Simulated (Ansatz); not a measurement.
Reaction: CH6BN (SMILES BNC) → CH5BN (SMILES [BH]NC, doublet) + H (doublet) (the B-H bond breaks)
Each species at its own B3LYP-D3(BJ)/def2-TZVP minimum (Ansatz, a first-principles code).

Quantity: bond dissociation energy (electronic), in kcal/mol. Radicals and triplets start from unrestricted determinants; spin-orbit coupling is neglected. CBS(X,Y): correlation extrapolated as X^-3, Hartree-Fock from the larger set. A bracket is a step between two methods taken in the basis named. Functionals run without relativity, which enters their misses. Double hybrids freeze cores in their MP2 part. 'core' is core correlation in cc-pwCVTZ, 'X2C' scalar relativity in cc-pVTZ-DK, both at CCSD(T). For partners of very few electrons the exact lower level stands in for a higher one.

CCSD(T)/CBS(cc-pVTZ,cc-pVQZ) + [CCSDT(Q) - CCSD(T)]/cc-pVDZ + core + X2C (Ansatz) gives 111.9 kcal/mol.

Task: How far off this value is PBE/def2-TZVPD (Ansatz), in which direction, and which of these levels come nearer: r2SCAN/def2-TZVPD, B3LYP/def2-TZVPD, PBE0/def2-TZVPD, wB97M-V/def2-TZVPD, B2PLYP/def2-TZVPD, CCSD(T)/CBS(cc-pVTZ,cc-pVQZ) + core + X2C?

Result: PBE gives 106.4 kcal/mol, 5.5 kcal/mol below it. Differences of the others: r2SCAN/def2-TZVPD (Ansatz) -5.8; B3LYP/def2-TZVPD (Ansatz) -1.7; PBE0/def2-TZVPD (Ansatz) -4.9; wB97M-V/def2-TZVPD (Ansatz) 0.7; B2PLYP/def2-TZVPD (Ansatz) -2.1; CCSD(T)/CBS(cc-pVTZ,cc-pVQZ) + core + X2C (Ansatz) 0.1 kcal/mol. Nearer than PBE: B3LYP/def2-TZVPD, PBE0/def2-TZVPD, wB97M-V/def2-TZVPD, B2PLYP/def2-TZVPD, CCSD(T)/CBS(cc-pVTZ,cc-pVQZ) + core + X2C.
